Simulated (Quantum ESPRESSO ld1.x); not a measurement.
Lu IV, configuration [Xe] 4f11 6s1 6p2 (not the ground configuration). All-electron calculation, scalar-relativistic Kohn-Sham, LDA (Slater exchange, VWN5 correlation), spin-polarised, spherical densities, point nucleus; open shells are filled with parallel spins first. Program: ld1.x of Quantum ESPRESSO 7.5.

Radial electron density D(r) = 4 pi r^2 rho(r):

| r (bohr) | D(r) (e/bohr) | spin D(r) |
|---|---|---|
| 0.001115 | 7.604 | 0.000815 |
| 0.001499 | 11.94 | 0.00127 |
| 0.002032 | 18.60 | 0.00196 |
| 0.002754 | 28.21 | 0.00293 |
| 0.003703 | 40.86 | 0.00416 |
| 0.005018 | 56.95 | 0.00563 |
| 0.006801 | 74.37 | 0.00703 |
| 0.009144 | 88.87 | 0.00793 |
| 0.01239 | 96.20 | 0.00818 |
| 0.01679 | 93.38 | 0.00872 |
| 0.02258 | 86.41 | 0.0125 |
| 0.0306 | 89.14 | 0.0231 |
| 0.04147 | 109.7 | 0.0359 |
| 0.05576 | 128.6 | 0.0326 |
| 0.07557 | 119.2 | 0.0140 |
| 0.1024 | 99.35 | 0.0711 |
| 0.1377 | 109.5 | 0.349 |
| 0.1866 | 112.4 | 1.01 |
| 0.2529 | 71.37 | 2.39 |
| 0.34 | 57.82 | 4.30 |
| 0.4609 | 66.72 | 5.08 |
| 0.6246 | 43.82 | 4.02 |
| 0.8465 | 21.77 | 2.57 |
| 1.138 | 13.09 | 1.01 |
| 1.542 | 5.485 | 0.245 |
| 2.09 | 2.105 | 1.13 |
| 2.81 | 1.525 | 1.46 |
| 3.809 | 0.5841 | 0.583 |
| 5.162 | 0.06733 | 0.0673 |
| 6.94 | 0.001988 | 0.00199 |

D(r) has 4 maxima, at r = 0.0132, 0.0594, 0.166, 0.443 bohr, and minima at 0.0253, 0.107, 0.314 bohr, inside which lie 1.91, 11.06, 29.64 electrons.
